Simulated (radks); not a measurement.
Values are calculated unless marked as measured or tabulated.
Ionisation of the silicon ion Si11+, [He] 2s1, to Si12+, [He], under several functionals. Dirac Kohn-Sham, spin-unpolarised, spherical densities, point nucleus; a radial shooting solver on a logarithmic mesh with Libxc functionals.

functional,E(Si11+) (hartree),Exc (hartree),IE (eV),-e(HOMO) (eV),<r> HOMO (bohr),IE error (eV)
XLYP,-207.06820,-9.75062,522.10,500.02,0.4701,-1.3
exchange-only LDA,-205.64399,-8.29773,517.34,496.21,0.4710,-6.1
AM05,-206.17450,-8.83634,519.07,498.19,0.4708,-4.3
B86b exchange with PBE correlation,-206.97380,-9.65481,521.62,499.88,0.4698,-1.8
revPBE,-207.01355,-9.69581,521.51,499.62,0.4701,-1.9
OLYP,-207.01251,-9.69647,521.48,499.21,0.4710,-1.9
PBE,-206.88858,-9.56763,521.51,499.64,0.4699,-1.9
"LDA (Slater exchange, Perdew-Zunger correlation)",-205.93688,-8.59270,519.27,498.31,0.4706,-4.1
"LDA (Slater exchange, VWN5 correlation)",-205.93827,-8.59408,519.29,498.33,0.4706,-4.1

NIST Atomic Spectra Database: 523.42 eV (theoretical). Closest: XLYP. The Delta-SCF values span 4.76 eV, the total energies 1.42 hartree. The highest occupied level is 2s1/2. Spin polarisation and multiplet splitting are left out, so open shells lie too high by an amount that depends on their filling.

Beside tabulated values, note that spin-unpolarised runs miss the spin-polarisation part of the exchange energy of open shells.
